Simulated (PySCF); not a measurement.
C₅H₉PS.
Numbering: `[CH3:1][P:2]1(=[S:3])[CH2:4][CH:5]=[CH:6][CH2:7]1`

Cartesian coordinates in Å at the PBE0-D3(BJ)/def2-SVP level; atoms count from 1:
```xyz
16
C5H9PS angstrom
C     -1.741   -0.258   -0.540
P     -0.394   -0.272    0.685
S     -0.936   -0.752    2.488
C      0.938   -1.259   -0.138
C      1.669   -0.248   -0.970
C      1.437    1.045   -0.699
C      0.469    1.343    0.408
H     -2.508    0.453   -0.204
H     -1.367    0.028   -1.535
H     -2.188   -1.261   -0.575
H      0.513   -2.095   -0.716
H      1.570   -1.697    0.653
H      2.370   -0.564   -1.748
H      1.935    1.854   -1.240
H      0.970    1.624    1.350
H     -0.251    2.142    0.169
```

Probes without a nucleus sit at each ring's centroid and 1 Å off its mean plane on both sides; NICS is minus the shielding there, NICSzz its component along the normal. Level: GIAO PBE/pcSseg-1 (PySCF, non-relativistic, gas phase) on the PBE0-D3(BJ)/def2-SVP geometry, one conformer.

Ring bond lengths (Å): P2–C4 1.851, C4–C5 1.500, C5–C6 1.341, C6–C7 1.501, C7–P2 1.852.

Problem. What do the NICS probes read (ppm)?

Solution. 
```csv
ring,type,NICS(0),"NICS(1), two faces","NICS(1)zz, two faces",rms pucker (Å),"centre to ring atoms, mean (Å)"
P2–C4–C5–C6–C7,"5-membered ring with P; formal bonds 1 double, 4 single",-2.6,-1.7 / -4.2,-0.2 / -3.8,0.12,1.35
```

Problem. What do they say, and how far can they be read as aromaticity?

Solution. 
- P2–C4–C5–C6–C7: mean NICS(1)zz -2.0 ppm, near zero. P2, C4, C7 have four or more neighbours, so the value isn't read as a sign of a π ring current. The two faces differ by 3.6 ppm, so no symmetry operation interchanges them.

Problem. What field does 1 T along the ring normal induce along that normal at the first NICS(1) probe listed for ring P2–C4–C5–C6–C7, 1 Å off the ring?

Solution. NICSzz × B0 = -0.2 ppm × 1 T = 0 μT.

Problem. List the ring angles.

Solution. 
- P2–C4–C5–C6–C7: P2 93.6°, C4 103.7°, C5 116.9°, C6 116.9°, C7 103.7°; sum 535.0° against 540° for a flat convex ring.

Problem. How do the values depend on the level or the medium?

Solution. 
| level | NICS(0), P2–C4–C5–C6–C7 | mean NICS(1)zz, P2–C4–C5–C6–C7 |
| --- | --- | --- |
| PBE/pcSseg-1, gas | -2.6 | -2.0 |
| PBE0/pcSseg-1, gas | -2.9 | -2.2 |
| PBE0/pcSseg-1, IEF-PCM benzene | -3.0 | -2.3 |
| PBE0/pcSseg-1, IEF-PCM chloroform | -3.0 | -2.3 |

The geometry is the same throughout; the continuum's cavity takes Bondi-type radii × 1.2.
